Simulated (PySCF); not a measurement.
## C₆ coefficients of unlike pairs at PBE

Calculated with PySCF 2.14 from the dipole response of each species, C₆(A,B) = (3/π) ∫ α_A(iu) α_B(iu) du, in atomic units, from isotropic polarisabilities. For ions this is the dispersion term alone; charge-induced terms of lower order in 1/R come first.

```
species           configuration                                      basis      relativity  α (bohr³)  C₆ (like pair)
     Pd          [Kr] 4d10 (1S)    aug-cc-pVDZ-PP with ECP28MDF (5s5p4d2f)  core potential      24.95           139.5
   Xe²⁺  [Kr] 4d10 5s2 5p4 (3P)  aug-cc-pwCVDZ-PP with ECP28MDF (6s5p4d1f)  core potential      13.05           92.95
    Ni⁺           [Ar] 3d9 (2D)                     aug-cc-pVDZ (7s6p4d2f)            none      8.533           26.36
     Te  [Kr] 4d10 5s2 5p4 (3P)                 aug-cc-pVTZ-DK3 (8s7p5d2f)   spin-free X2C      41.14           450.9
```

Question: Estimate C₆ for Ni⁺ with Xe²⁺.

Answer: The integral gives 48.88. The combination rule 2 C_A C_B / (C_A α_B/α_A + C_B α_A/α_B) gives 48.47 and the geometric mean 49.50.

No spin-orbit coupling is included.

The other pairs:

```csv
pair,C₆
"Te, Xe²⁺",194.6
"Xe²⁺, Pd",110.0
"Te, Ni⁺",104.4
"Te, Pd",244.9
"Ni⁺, Pd",59.97
```
